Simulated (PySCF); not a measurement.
# 4-chloro-N-methylaniline, C7H8ClN

Geometry:
| atom | x (Å) | y (Å) | z (Å) |
| --- | --- | --- | --- |
| C1 | 1.949 | 0.010 | 0.195 |
| N2 | 0.841 | -0.882 | 0.360 |
| C3 | -0.454 | -0.448 | 0.502 |
| C4 | -0.770 | 0.910 | 0.691 |
| C5 | -2.090 | 1.318 | 0.863 |
| C6 | -3.122 | 0.385 | 0.841 |
| Cl7 | -4.768 | 0.898 | 1.051 |
| C8 | -2.831 | -0.966 | 0.647 |
| C9 | -1.516 | -1.374 | 0.481 |
| H10 | 2.073 | 0.662 | 1.076 |
| H11 | 1.859 | 0.665 | -0.695 |
| H12 | 2.873 | -0.576 | 0.094 |
| H13 | 0.953 | -1.822 | 0.009 |
| H14 | 0.019 | 1.663 | 0.705 |
| H15 | -2.323 | 2.374 | 1.010 |
| H16 | -3.642 | -1.697 | 0.628 |
| H17 | -1.298 | -2.436 | 0.335 |

Method used: TDDFT CAM-B3LYP/aug-cc-pVDZ excited states, vertical, gas phase (PySCF). Geometry: PBE0-D3(BJ)/def2-SVP.

Question: How strongly do the lowest singlets absorb one photon, and two photons of half the energy?

Answer: δ for parallel linear polarisation; σ at the peak of a Lorentzian of half width 0.1 eV, single beam; Ω is circular over linear.
| state | E (eV) | f | photon λ (nm) | δ (au) | σ (GM) | Ω | main |
| --- | --- | --- | --- | --- | --- | --- | --- |
| S1 | 4.49 | 0.042 | 552 | 3.9 | 0.03 | 1.39 | HOMO→LUMO+2 0.85 |
| S2 | 4.73 | 0.003 | 524 | 22.3 | 0.18 | 0.74 | HOMO→LUMO 0.80 |
| S3 | 5.21 | 0.160 | 476 | 73.1 | 0.73 | 1.03 | HOMO→LUMO+1 0.39, HOMO→LUMO+4 0.30 |
| S4 | 5.30 | 0.119 | 468 | 128 | 1.32 | 0.81 | HOMO→LUMO+1 0.37, HOMO→LUMO+4 0.23 |
| S5 | 5.49 | 0.000 | 452 | 78.6 | 0.87 | 1.37 | HOMO→LUMO+3 0.74, HOMO→LUMO+1 0.11 |
| S6 | 5.85 | 0.013 | 424 | 86.4 | 1.08 | 0.37 | HOMO→LUMO+8 0.33, HOMO→LUMO+7 0.25 |

Among these, the strongest one-photon state is S3, the strongest two-photon state S4, with a dipole change of 4.7 D (relaxed, norm of the difference vector).
